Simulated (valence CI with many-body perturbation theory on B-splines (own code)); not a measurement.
**Forbidden lines of Sn XI**

Level of theory: configuration interaction combined with many-body perturbation theory (CI+MBPT): four valence electrons over a frozen Dirac-Fock core [Kr], a basis of 9 s, 9 p, 10 d, 8 f, 5 g, 3 h, 1 i functions for each j, with the one-electron correlation potential Σ1, the two-electron term Σ2, the three-electron term Σ3, Breit, model QED; selected CI, second order for the rest, scaled by the run's own slope (own B-spline code, finite nucleus).

No measured spectrum was set against this ion. As an estimate, terms of the open shell hold to 2 to 4 % of their energy, and close levels can change places. Core correlation moves these levels by up to 5800 cm⁻¹, and in measured spectra 5 to 20 % of such shifts remained as error; rates that hang on mixing are uncertain with them. The list stops below the first excitations out of the core. Only levels of the ground parity were solved; by the run's estimate the other parity begins above the list, which can be wrong where configurations are misplaced.

Lines 51 to 100 of 120 in falling wavelength, among levels below 414000 cm⁻¹, chosen from the decays that carry over 1 % of a level's rate. Wavelengths and rates use the calculated energies, so an error of 2000 cm⁻¹ moves a line at 484.0 nm by 9.7 % and its rate by three times that or more. Electric multipoles are in the length gauge, E1 and E2 with the static RPA response of the core. S is in atomic units (e²a₀⁴ for E2 and M2, e²a₀⁶ for E3), for M1 in squared Bohr magnetons. Weak lines are less certain than strong ones. Lines between different terms over intervals too small for the method are left out, as are lines whose strength nearly cancels.

Names give the largest LS component (configuration and term), which can be under half, so a name can repeat, a term be missing and a line seem to break the LS rules; names also repeat where a configuration has a term twice. Letters in brackets count levels of one name in rising energy.

| λ vac (nm) | Upper | Lower | Type | A (s⁻¹) | S (a.u.) |
| --- | --- | --- | --- | --- | --- |
| 484.0 | 4d4 1D_2 [a] | 4d4 3P_2 [a] | M1 | 1.09e+01 | 2.30e-01 |
| 477.9 | 4d4 3G_3 | 4d4 5D_4 | M1 | 1.73e+00 | 4.90e-02 |
| 422.9 | 4d4 3P_2 [b] | 4d4 3D_2 | M1 | 1.57e+01 | 2.20e-01 |
| 418.4 | 4d4 3P_0 [a] | 4d4 5D_1 | M1 | 1.39e+02 | 3.77e-01 |
| 417.4 | 4d4 1F_3 | 4d4 3P_2 [a] | M1 | 8.53e+00 | 1.61e-01 |
| 414.3 | 4d4 3G_3 | 4d4 5D_3 | M1 | 2.12e+01 | 3.92e-01 |
| 414.2 | 4d4 1F_3 | 4d4 3G_4 [b] | M1 | 5.60e+00 | 1.03e-01 |
| 397.1 | 4d4 1G_4 [a] | 4d4 3H_5 | M1 | 9.89e+00 | 2.07e-01 |
| 387.5 | 4d4 3D_1 | 4d4 3P_0 [a] | M1 | 2.76e+01 | 1.79e-01 |
| 382.2 | 4d4 3F_2 [a] | 4d4 5D_3 | M1 | 1.35e+00 | 1.40e-02 |
| 380.5 | 4d4 1S_0 [a] | 4d4 3P_1 [a] | M1 | 1.28e+02 | 2.61e-01 |
| 379.7 | 4d4 3G_4 [a] | 4d4 5D_4 | M1 | 2.31e+01 | 4.23e-01 |
| 371.9 | 4d4 3F_2 [b] | 4d4 3D_1 | M1 | 1.83e+01 | 1.75e-01 |
| 362.5 | 4d4 3G_3 | 4d4 5D_2 | M1 | 1.09e+01 | 1.35e-01 |
| 362.3 | 4d4 1F_3 | 4d4 3G_4 [a] | M1 | 5.89e+00 | 7.27e-02 |
| 361.1 | 4d4 1D_2 [a] | 4d4 3F_2 [a] | M1 | 1.09e+01 | 9.50e-02 |
| 356.9 | 4d4 3F_2 [b] | 4d4 3D_2 | M1 | 1.87e+01 | 1.58e-01 |
| 351.3 | 4d4 1D_2 [a] | 4d4 3P_1 [a] | M1 | 8.28e+00 | 6.66e-02 |
| 346.8 | 4d4 3P_1 [a] | 4d4 5D_2 | M1 | 9.09e+01 | 4.22e-01 |
| 338.4 | 4d4 3G_4 [a] | 4d4 5D_3 | M1 | 6.92e+00 | 8.95e-02 |
| 337.7 | 4d4 3F_2 [a] | 4d4 5D_2 | M1 | 2.40e+01 | 1.72e-01 |
| 336.5 | 4d4 1D_2 [a] | 4d4 3G_3 | M1 | 2.48e+01 | 1.75e-01 |
| 335.6 | 4d4 3G_4 [b] | 4d4 5D_4 | M1 | 1.75e+01 | 2.20e-01 |
| 334.8 | 4d4 3F_4 | 4d4 3D_3 | M1 | 2.77e+01 | 3.46e-01 |
| 331.2 | 4d4 3F_4 | 4d4 3G_5 | M1 | 1.41e+01 | 1.71e-01 |
| 327.8 | 4d4 1G_4 [a] | 4d4 3H_4 | M1 | 5.02e+00 | 5.90e-02 |
| 319.5 | 4d4 3F_3 [a] | 4d4 5D_4 | M1 | 8.27e+00 | 7.00e-02 |
| 303.0 | 4d4 3G_4 [b] | 4d4 5D_3 | M1 | 1.01e+01 | 9.37e-02 |
| 302.9 | 4d4 1F_3 | 4d4 3G_3 | M1 | 1.25e+01 | 9.01e-02 |
| 301.7 | 4d4 3F_2 [a] | 4d4 5D_1 | M1 | 2.13e+01 | 1.09e-01 |
| 301.3 | 4d4 3P_2 [a] | 4d4 5D_3 | M1 | 1.39e+01 | 7.06e-02 |
| 299.1 | 4d4 3F_4 | 4d4 3F_3 [a] | M1 | 1.16e+01 | 1.04e-01 |
| 289.8 | 4d4 3F_3 [a] | 4d4 5D_3 | M1 | 1.75e+01 | 1.11e-01 |
| 289.5 | 4d4 3G_5 | 4d4 5D_4 | M1 | 1.86e+00 | 1.84e-02 |
| 286.9 | 4d4 3D_3 | 4d4 5D_4 | M1 | 2.36e+01 | 1.45e-01 |
| 286.3 | 4d4 3F_4 | 4d4 3G_4 [b] | M1 | 1.90e+00 | 1.49e-02 |
| 284.8 | 4d4 3F_2 [b] | 4d4 3F_3 [a] | M1 | 5.43e+01 | 2.33e-01 |
| 274.5 | 4d4 3F_2 [b] | 4d4 3P_2 [a] | M1 | 6.16e+00 | 2.36e-02 |
| 272.9 | 4d4 3P_2 [a] | 4d4 5D_2 | M1 | 5.65e-01 | 2.13e-03 |
| 263.5 | 4d4 3F_3 [a] | 4d4 5D_2 | M1 | 7.65e+00 | 3.63e-02 |
| 262.7 | 4d4 3D_3 | 4d4 5D_3 | M1 | 1.03e+01 | 4.84e-02 |
| 260.5 | 4d4 3F_4 | 4d4 3G_4 [a] | M1 | 4.04e+01 | 2.38e-01 |
| 257.9 | 4d4 1F_3 | 4d4 3H_4 | M1 | 7.86e+00 | 3.50e-02 |
| 250.9 | 4d4 3P_2 [b] | 4d4 3P_1 [a] | M1 | 1.33e+01 | 3.90e-02 |
| 249.5 | 4d4 3F_2 [b] | 4d4 3G_4 [a] | E2 | 1.44e+00 | 6.22e-01 |
| 248.9 | 4d4 3P_2 [a] | 4d4 5D_1 | M1 | 3.76e+00 | 1.08e-02 |
| 243.3 | 4d4 3P_2 [b] | 4d4 3G_3 | M1 | 7.28e+00 | 1.94e-02 |
| 241.8 | 4d4 3F_4 | 4d4 3H_6 | E2 | 2.54e+00 | 1.69e+00 |
| 240.9 | 4d4 3D_3 | 4d4 5D_2 | M1 | 1.86e+01 | 6.74e-02 |
| 240.4 | 4d4 3D_2 | 4d4 5D_3 | M1 | 6.82e+01 | 1.76e-01 |
